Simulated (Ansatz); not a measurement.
Abridged output of a molecular run in Ansatz:

```
Functional definition: HF
1124 factors; integrals over basis functions are off by at most 1.0e-3 eV
mean field evaluation 1: about -61303.2300 eV, gradient 3.2e1 eV
mean field evaluation 2: about -61303.3377 eV, gradient 3.2e1 eV
mean field evaluation 4: about -61306.4643 eV, gradient 3.3e0 eV
mean field evaluation 8: about -61306.5313 eV, gradient 3.9e-1 eV
mean field -61306.53207622 eV, -2252.9734987410 hartree, gradient 6.9e-6 eV, S^2 0.000000; 0 other end points of the search recorded, 0 dependent functions left out
15 core orbitals not correlated: weight in the atoms' cores, before any rotation towards them, 1.000 or more for the frozen orbitals, at most 0.000 for the correlated occupied ones
reference -61306.53207622 eV, -2252.9734987410 hartree; 13, 13 occupied and 163, 163 virtual orbitals, 1124 factors
second order -13.84089494 eV of doubles, -0.00000000 eV of singles
cycle   1  -14.15728929 eV  change   -3.2e-1 eV  update   1.0e-1
cycle   2  -14.69134205 eV  change   -5.3e-1 eV  update   3.4e-2
cycle   3  -14.77031915 eV  change   -7.9e-2 eV  update   1.6e-2
cycle   4  -14.76407403 eV  change    6.2e-3 eV  update   3.6e-3
cycle   5  -14.76302349 eV  change    1.1e-3 eV  update   1.1e-3
cycle   6  -14.76278320 eV  change    2.4e-4 eV  update   3.2e-4
cycle   7  -14.76268989 eV  change    9.3e-5 eV  update   1.1e-4
cycle   8  -14.76270987 eV  change   -2.0e-5 eV  update   5.4e-5
cycle   9  -14.76271914 eV  change   -9.3e-6 eV  update   2.6e-5
perturbative correction -0.59781025 eV, -0.0219691214 hartree
Total energy: -61321.89260560 eV, -2253.5379877843 hartree
```

Its atoms:

Cartesian coordinates in Å:
```
C -0.329 0.252 -0.841
Si 0.514 -0.172 0.757
Ga -2.321 -0.218 -0.938
H 0.167 -0.266 -1.673
H -0.245 1.331 -1.031
H 1.957 0.195 0.817
H 0.420 -1.639 1.014
H -0.164 0.516 1.895
```

**Question.** Which basis set was used?
A. def2-TZVPPD
B. def2-QZVPP
C. def2-TZVPP
D. cc-pV(Q+d)Z

**Answer.** C. It gives 191 functions.

**Question.** Write the keys of the input that set method, charge and spin (a neutral closed shell needs none for the last two).

**Answer.** 
```yaml
correlation: {method: ccsd_t}
```
